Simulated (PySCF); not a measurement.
Name the molecule from its bond curve

A diatomic of charge 0 contains Rb. Its triplet curve at PBE0 in a double-zeta basis (scalar-relativistic core potentials, PySCF), in eV from the separated fragments:

```
R (Å)  E (eV)
2.749  -0.795
2.877  -1.036
3.005  -1.165
3.101  -1.209
3.197  -1.220
3.293  -1.206
3.421  -1.162
3.581  -1.079
3.772  -0.960
4.028  -0.797
```

The fit gives ωe = 181 cm⁻¹ and the rotational constant Bₑ = 0.07311 cm⁻¹.

Task: Which atom is the partner?

Result: The minimum lies at 3.187 Å, so the reduced mass is 16.8576 u Å² cm⁻¹/(Bₑ·Re²) = 22.70 u. With Rb at 84.91 u the partner weighs about 31.0 u: P. The molecule is RbP.

Spin–orbit coupling is left out. The state is the lowest determinant that a PBE0 search found; another state may lie lower at other levels.
